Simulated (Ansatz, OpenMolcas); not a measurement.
How methods differ on CH3BClFO (SMILES OC(F)BCl)

CH3BClFO has 8 atoms, charge 0, and is taken as a singlet. As SMILES, `OC(F)BCl`. The coordinates come from a PBE0-D4/def2-TZVP relaxation. This is one conformer, not always the lowest.

```xyz
8

O    -0.0455    0.3469    1.3957
C     0.4589    0.0588    0.1473
F     1.3151   -1.0454    0.2092
B    -0.7672   -0.3567   -0.7747
Cl   -1.1057    0.5411   -2.2172
H     0.6205    0.8024    1.9202
H     1.0732    0.8775   -0.2466
H    -1.4572   -1.2816   -0.4899
```

Each level gives the vertical energy of the triplet above the singlet (eV). The values are calculated.

```
           level                    kind     program  value (eV)  CPU time (all runs)
     HF/def2-SVP            Hartree–Fock  OpenMolcas        5.63                 30 s
  SVWN5/def2-SVP                     LDA  OpenMolcas        4.10                 72 s
 revPBE/def2-SVP                     GGA      Ansatz        4.12                 17 s
   PBE0/def2-SVP           global hybrid      Ansatz        4.56                 33 s
  wB97X/def2-SVP  range-separated hybrid      Ansatz        5.01                 96 s
RPA@PBE/def2-SVP                     RPA      Ansatz        4.83                 32 s
    MP2/def2-SVP     perturbation theory      Ansatz        5.48                 12 s
   CCSD/def2-SVP   coupled cluster or CI      Ansatz        5.29              2.2 min
```

The values span 4.10 to 5.63 eV. CPU times are rough (shared hosts, several kinds of processor and program).
